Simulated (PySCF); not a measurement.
C₃H₉FSi₂, SMILES [SiH3]/C(C[SiH3])=C/F. Atoms are numbered in the order given.

```xyz
15

F     -0.2866     2.3727     0.3824
C      0.6822     1.5033     0.0490
C      0.5586     0.1878     0.2642
Si     1.9734    -0.9364    -0.2358
C     -0.6990    -0.3889     0.8705
Si    -2.0138    -0.7655    -0.4527
H      1.5472     2.0045    -0.3943
H      1.5082    -1.9583    -1.2183
H      3.0648    -0.1221    -0.8429
H      2.4948    -1.6611     0.9609
H     -0.4873    -1.3207     1.4209
H     -1.1464     0.3170     1.5897
H     -1.4694    -1.7303    -1.4515
H     -3.2252    -1.3627     0.1842
H     -2.3934     0.4933    -1.1534
```

Geometry: B3LYP-D3(BJ)/def2-SVP. The structure was generated by enumeration; whether it is a known compound was not checked. Other conformers were not sampled.

The numbers are results of TDA-PBE/def2-SVPD (PySCF), not measurements.

Vertical excitations. Isolated molecule, no solvent.

```
state  energy (eV)  λ (nm)      f                                          main pairs
-----  -----------  ------  -----  --------------------------------------------------
S1            5.60     222  0.001                                    HOMO→LUMO+1 99 %
S2            6.21     200  0.011                                    HOMO→LUMO+2 98 %
S3            6.33     196  0.007                                    HOMO→LUMO+3 93 %
S4            6.37     195  0.189                    HOMO→LUMO+4 45 %, HOMO→LUMO 38 %
S5            6.50     191  0.081  HOMO→LUMO+4 46 %, HOMO→LUMO 26 %, HOMO→LUMO+5 16 %
S6            6.61     188  0.042                                    HOMO→LUMO+5 81 %
T1            4.08     304      0                                      HOMO→LUMO 98 %
T2            5.47     227      0                                   HOMO→LUMO+1 100 %
```
Triplets are in the Tamm–Dancoff approximation.
